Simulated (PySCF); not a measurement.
Molfile (atoms numbered from 1):
```
C7H13B
     RDKit          3D

 21 21  0  0  0  0  0  0  0  0999 V2000
    2.7355    0.6593    1.0341 C   0  0  0  0  0  0  0  0  0  0  0  0
    2.0999    0.6052   -0.1379 C   0  0  0  0  0  0  0  0  0  0  0  0
    0.6206    0.4814   -0.3645 C   0  0  1  0  0  0  0  0  0  0  0  0
    0.3079   -0.7596   -1.2199 C   0  0  0  0  0  0  0  0  0  0  0  0
   -1.1934   -1.1951   -1.2697 B   0  0  0  0  0  0  0  0  0  0  0  0
   -2.1816   -0.6998   -0.1652 C   0  0  0  0  0  0  0  0  0  0  0  0
   -1.7174    0.5275    0.6192 C   0  0  0  0  0  0  0  0  0  0  0  0
   -0.2200    0.5023    0.9101 C   0  0  0  0  0  0  0  0  0  0  0  0
    3.8252    0.7323    1.0789 H   0  0  0  0  0  0  0  0  0  0  0  0
    2.2048    0.6334    1.9898 H   0  0  0  0  0  0  0  0  0  0  0  0
    2.7006    0.6308   -1.0570 H   0  0  0  0  0  0  0  0  0  0  0  0
    0.3205    1.3646   -0.9637 H   0  0  0  0  0  0  0  0  0  0  0  0
    0.7962   -1.6491   -0.7602 H   0  0  0  0  0  0  0  0  0  0  0  0
    0.7677   -0.6987   -2.2211 H   0  0  0  0  0  0  0  0  0  0  0  0
   -1.5557   -2.0162   -2.0885 H   0  0  0  0  0  0  0  0  0  0  0  0
   -2.2221   -1.5871    0.5075 H   0  0  0  0  0  0  0  0  0  0  0  0
   -3.2174   -0.6050   -0.5316 H   0  0  0  0  0  0  0  0  0  0  0  0
   -2.2788    0.6294    1.5627 H   0  0  0  0  0  0  0  0  0  0  0  0
   -1.9466    1.4377    0.0367 H   0  0  0  0  0  0  0  0  0  0  0  0
    0.0543    1.3789    1.5190 H   0  0  0  0  0  0  0  0  0  0  0  0
    0.0254   -0.3865    1.5215 H   0  0  0  0  0  0  0  0  0  0  0  0
  1  2  2  0
  2  3  1  0
  3  4  1  0
  4  5  1  0
  5  6  1  0
  6  7  1  0
  7  8  1  0
  8  3  1  0
  1  9  1  0
  1 10  1  0
  2 11  1  0
  3 12  1  6
  4 13  1  0
  4 14  1  0
  5 15  1  0
  6 16  1  0
  6 17  1  0
  7 18  1  0
  7 19  1  0
  8 20  1  0
  8 21  1  0
M  END
```

How the numbers were obtained: PBE0-D3(BJ)/def2-SVP structure, NMR shieldings at PBE0/pcSseg-1/GIAO, in PySCF 2.14 (no relativistic terms, a single conformation, isolated molecule).

Question: List the cross peaks expected in HSQC, COSY and HMBC spectra.

Answer: 

HSQC (one-bond C–H):
```csv
δH,δC
6.28 (H11),156.0 (C2)
5.21 (H9),116.4 (C1)
5.18 (H10),116.4 (C1)
2.23 (H14),37.8 (C4)
2.09 (H17),30.5 (C6)
1.98 (H12),39.1 (C3)
1.90 (H18),25.2 (C7)
1.85 (H20),30.6 (C8)
1.45 (H19),25.2 (C7)
1.03 (H21),30.6 (C8)
0.77 (H16),30.5 (C6)
0.49 (H13),37.8 (C4)
```

COSY cross peaks (H two or three bonds apart, from the bond graph; peaks can be absent where the dihedral angle is near 90°):
```csv
δH,δH
7.61 (H15),2.23 (H14)
7.61 (H15),2.09 (H17)
7.61 (H15),0.77 (H16)
7.61 (H15),0.49 (H13)
6.28 (H11),5.21 (H9)
6.28 (H11),5.18 (H10)
6.28 (H11),1.98 (H12)
5.21 (H9),5.18 (H10)
2.23 (H14),1.98 (H12)
2.23 (H14),0.49 (H13)
2.09 (H17),1.90 (H18)
2.09 (H17),1.45 (H19)
2.09 (H17),0.77 (H16)
1.98 (H12),1.85 (H20)
1.98 (H12),1.03 (H21)
1.98 (H12),0.49 (H13)
1.90 (H18),1.85 (H20)
1.90 (H18),1.45 (H19)
1.90 (H18),1.03 (H21)
1.90 (H18),0.77 (H16)
1.85 (H20),1.45 (H19)
1.85 (H20),1.03 (H21)
1.45 (H19),1.03 (H21)
1.45 (H19),0.77 (H16)
```

HMBC (two and three bonds, from the bond graph):
```csv
δH,δC
7.61 (H15),"39.1 (C3), 37.8 (C4), 30.5 (C6), 25.2 (C7)"
6.28 (H11),"116.4 (C1), 39.1 (C3), 37.8 (C4), 30.6 (C8)"
5.21 (H9),"156.0 (C2), 39.1 (C3)"
5.18 (H10),"156.0 (C2), 39.1 (C3)"
2.23 (H14),"156.0 (C2), 39.1 (C3), 30.6 (C8), 30.5 (C6)"
2.09 (H17),"37.8 (C4), 30.6 (C8), 25.2 (C7)"
1.98 (H12),"156.0 (C2), 116.4 (C1), 37.8 (C4), 30.6 (C8), 25.2 (C7)"
1.90 (H18),"39.1 (C3), 30.6 (C8), 30.5 (C6)"
1.85 (H20),"156.0 (C2), 39.1 (C3), 37.8 (C4), 30.5 (C6), 25.2 (C7)"
1.45 (H19),"39.1 (C3), 30.6 (C8), 30.5 (C6)"
1.03 (H21),"156.0 (C2), 39.1 (C3), 37.8 (C4), 30.5 (C6), 25.2 (C7)"
0.77 (H16),"37.8 (C4), 30.6 (C8), 25.2 (C7)"
0.49 (H13),"156.0 (C2), 39.1 (C3), 30.6 (C8), 30.5 (C6)"
```

Referencing at the same level of theory: TMS for $^{1}$H (σref 31.27), $^{13}$C (σref 184.41).

Short H···H contacts in this conformer between protons four or more bonds apart (candidates for NOE cross peaks, intensity ∝ r⁻⁶): H10···H20 2.32 Å, H10···H21 2.45 Å, H12···H19 2.48 Å, H11···H14 2.62 Å, H13···H21 2.72 Å, H16···H21 2.74 Å.

Hydrogens on boron are broadened and split by $^{11}$B (spin 3/2, 80 %) and 10B (spin 3). A carbon bonded to boron is broadened by the quadrupolar boron nucleus and is often missing from a measured spectrum. Shifts are as computed. Against solution values, carbons near 30 ppm lie about +2 ppm off and those near 130 ppm about +5 ppm. Of 1211 compounds with measured shifts, 218 miss one by over three times the rms of a fit or turn the order of signals round; such compounds aren't used in these exercises.
